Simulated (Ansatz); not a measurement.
def2 core potentials replace the inner electrons of Sb.

Species: CH5O2Sb, SMILES `[CH3][Sb]([OH])[OH]` with one electron removed (charge 1, multiplicity 2).

Problem. Give a relaxed geometry from Ansatz (a program for electronic structure) with B3LYP-D3(BJ)/def2-SVP.

Solution. This is not unique; one that fits is the end point of this relaxation, one of several conformers (outside a Z-matrix the atoms follow the SMILES, hydrogens last).
Bonded distances (Å): C1–Sb2 2.240, C1–H5 1.099, C1–H6 1.099, C1–H7 1.096, Sb2–O3 1.956, Sb2–O4 1.942, O3–H8 0.974, O4–H9 0.976. Angles (°): Sb2–C1–H5 102.3, Sb2–C1–H6 101.8, Sb2–C1–H7 108.0, H5–C1–H6 114.2, H5–C1–H7 114.4, H6–C1–H7 114.3, C1–Sb2–O3 106.5, C1–Sb2–O4 96.6, O3–Sb2–O4 97.5, Sb2–O3–H8 119.5, Sb2–O4–H9 117.9.
